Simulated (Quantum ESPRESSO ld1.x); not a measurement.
Problem. These are the eigenvalues of the occupied orbitals of an atom or ion with whole-number occupations (eV). Calculated with ld1.x of Quantum ESPRESSO 7.5: Dirac Kohn-Sham, relativistic LDA (MacDonald-Vosko exchange, VWN5 correlation), spin-unpolarised, spherical densities, point nucleus.

orbital  eigenvalue
1s1/2      -89893.8
2s1/2      -16189.0
2p1/2      -15563.7
2p3/2      -13276.7
3s1/2      -3942.98
3p1/2      -3659.25
3p3/2      -3146.59
3d3/2      -2680.47
3d5/2      -2571.18
4s1/2      -934.041
4p1/2      -810.412
4p3/2      -682.744
4d3/2      -481.122
4d5/2      -457.046
4f5/2      -194.384
4f7/2      -188.741
5s1/2      -185.400
5p1/2      -141.582
5p3/2      -115.754
5d3/2      -53.5485
5d5/2      -50.1916
6s1/2      -33.7508
6p1/2      -23.6287
6p3/2      -20.5096

Which element is it, and in what charge state? The configuration may be excited. Open shells, if any, are shared by 2j + 1.

Solution. Z = 83, bismuth, charge +2: Bi2+ in [Xe] 4f13 5d10 6s2 6p2. The list shows which subshells hold electrons but not how many an open one holds; the 1s level, -3303.5 hartree, gives Z - s = 81.3 by -(Z - s)^2/2, which with screening and relativity narrows Z to a few neighbours, and the depths of the outer levels then fix element, charge and occupations together.
